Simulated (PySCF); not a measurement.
Start geometry of `C=NN[SiH2]F` from a GFN2-xTB structure with every atom displaced at random (by about 0.01 Å) (Å):
```
atom  x, y, z in Å
C1     1.852    0.064    0.025
N2     1.081    0.281   -0.979
N3    -0.269    0.195   -0.884
Si4   -1.235   -0.175    0.470
F5    -2.714   -0.092   -0.236
H6     1.467   -0.155    1.016
H7     2.902    0.173   -0.135
H8    -0.666    0.389   -1.776
H9    -1.121   -1.542    0.958
H10   -1.246    0.841    1.520
```

**Question.** What comes out of this run: PBE0-D3(BJ)/def2-SVP geometry optimisation, gas phase in PySCF?

**Answer.** 
```
atom  x, y, z in Å
C1     1.7797    0.2591    0.1375
N2     1.1241    0.3605   -0.9507
N3    -0.1965    0.1132   -0.9597
Si4   -1.2659   -0.2748    0.3681
F5    -2.7191   -0.3426   -0.3486
H6     1.3354   -0.0314    1.1074
H7     2.8526    0.4679    0.1124
H8    -0.6030    0.2296   -1.8823
H9    -0.9720   -1.5972    0.9838
H10   -1.2767    0.7896    1.4082
```

The energy falls by 3.8 kcal/mol over 7 energy and gradient evaluations, the largest force component goes from 0.0442 to 2.8e-04 Eh/bohr, and the atoms move by 0.076 Å rms after alignment. The bond that changes most is N3–Si4 (silicon-bound nitrogen to fluorine-bound silicon), which lengthens by 0.044 Å. Bonds longer at the end by more than 0.005 Å: 6 of 9; shorter: 3. Among the angles that change most is H9–Si4–H10, from 114.3° to 110.4°. Rotational constants go from 13287, 2158, 1899 to 13243, 2137, 1881 MHz. The orientation of the end geometry is arbitrary; only internal coordinates are fixed.

The run used 99 basis functions and 50 SCF cycles in all.

No PBE0-D3(BJ)/def2-SVP frequencies stand behind this structure, so it isn't proved a minimum. One conformer, not necessarily the lowest.
